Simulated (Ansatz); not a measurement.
`CC(=O)C=C(C)C` at its PBE0-D4/def2-TZVP geometry, where that method's forces vanish. Total charge 0; spin multiplicity 1.

```json
{"atom": "C1", "x (Å)": "-2.156", "y (Å)": "-0.352", "z (Å)": "0.930"}
{"atom": "C2", "x (Å)": "-0.976", "y (Å)": "0.334", "z (Å)": "1.570"}
{"atom": "O3", "x (Å)": "-1.086", "y (Å)": "0.779", "z (Å)": "2.695"}
{"atom": "C4", "x (Å)": "0.325", "y (Å)": "0.497", "z (Å)": "0.892"}
{"atom": "C5", "x (Å)": "0.773", "y (Å)": "0.133", "z (Å)": "-0.320"}
{"atom": "C6", "x (Å)": "0.030", "y (Å)": "-0.589", "z (Å)": "-1.395"}
{"atom": "C7", "x (Å)": "2.184", "y (Å)": "0.462", "z (Å)": "-0.698"}
{"atom": "H8", "x (Å)": "-2.459", "y (Å)": "0.159", "z (Å)": "0.013"}
{"atom": "H9", "x (Å)": "-2.980", "y (Å)": "-0.336", "z (Å)": "1.640"}
{"atom": "H10", "x (Å)": "-1.919", "y (Å)": "-1.387", "z (Å)": "0.675"}
{"atom": "H11", "x (Å)": "1.021", "y (Å)": "1.019", "z (Å)": "1.542"}
{"atom": "H12", "x (Å)": "0.032", "y (Å)": "0.014", "z (Å)": "-2.309"}
{"atom": "H13", "x (Å)": "0.555", "y (Å)": "-1.517", "z (Å)": "-1.643"}
{"atom": "H14", "x (Å)": "-0.997", "y (Å)": "-0.833", "z (Å)": "-1.151"}
{"atom": "H15", "x (Å)": "2.204", "y (Å)": "1.084", "z (Å)": "-1.599"}
{"atom": "H16", "x (Å)": "2.738", "y (Å)": "-0.451", "z (Å)": "-0.941"}
{"atom": "H17", "x (Å)": "2.711", "y (Å)": "0.986", "z (Å)": "0.098"}
```

(1) For each bond, give half the difference of the two atoms' forces along it (eV/Å; positive pushes the atoms apart) under PBE-D4, r2SCAN-D4, B3LYP-D4, ωB97M-V in def2-TZVPP. (An estimate is asked.)

Results:

(1) Ansatz gave: 
```tsv
bond	length (Å)	PBE-D4	r2SCAN-D4	B3LYP-D4	ωB97M-V
C1–C2	1.507	-0.13	0.03	0.10	0.07
C1–H8	1.093	0.10	-0.03	-0.06	-0.08
C1–H9	1.089	0.11	-0.04	-0.07	-0.08
C1–H10	1.093	0.09	-0.03	-0.07	-0.08
C2–O3	1.215	1.07	0.47	0.27	-0.06
C2–C4	1.476	-0.42	-0.24	-0.05	0.31
C4–C5	1.342	0.40	0.24	-0.03	-0.35
C4–H11	1.087	0.10	-0.05	-0.11	-0.10
C5–C7	1.497	-0.12	0.00	0.13	0.25
C6–H12	1.095	0.12	-0.01	-0.05	-0.10
C6–H14	1.084	0.11	-0.06	-0.11	-0.11
C7–H15	1.095	0.12	-0.02	-0.06	-0.10
C7–H16	1.095	0.12	-0.02	-0.06	-0.10
C7–H17	1.089	0.11	-0.04	-0.07	-0.08
```

B3LYP here is the variant with VWN-RPA as its local correlation; programs differ in this.
